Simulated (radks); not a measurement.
Species: Ga3+. Configuration: [Ne] 3s2 3p5.75 3d10 4s0.25 (fractional occupations, a model configuration). Calculated with a radial shooting solver on a logarithmic mesh with Libxc functionals: scalar-relativistic Kohn-Sham, LDA (Slater exchange, Perdew-Wang correlation), spin-unpolarised, spherical densities, finite nucleus; Fermi nuclear charge, rms radius 3.9973 fm. Some entries of the table are withheld. Estimate them.

orbital  occ.  eigenvalue (eV)  r(max) (bohr)  <1/r> (bohr^-1)
1s          2        -10248.75        0.03183            31.25
2s          2        -1296.713         0.1827            6.834
2p          6        -1135.040         0.1464            6.711
3s          2        -183.7851         0.5648              (1)
3p       5.75        -134.9473         0.5663            2.036
3d         10         -55.1574            (2)            1.687
4s       0.25         -37.6106          1.694              (3)

Answer. 
(1) 3s <1/r> (bohr^-1): 2.186
(2) 3d r(max) (bohr): 0.5291
(3) 4s <1/r> (bohr^-1): 0.6827
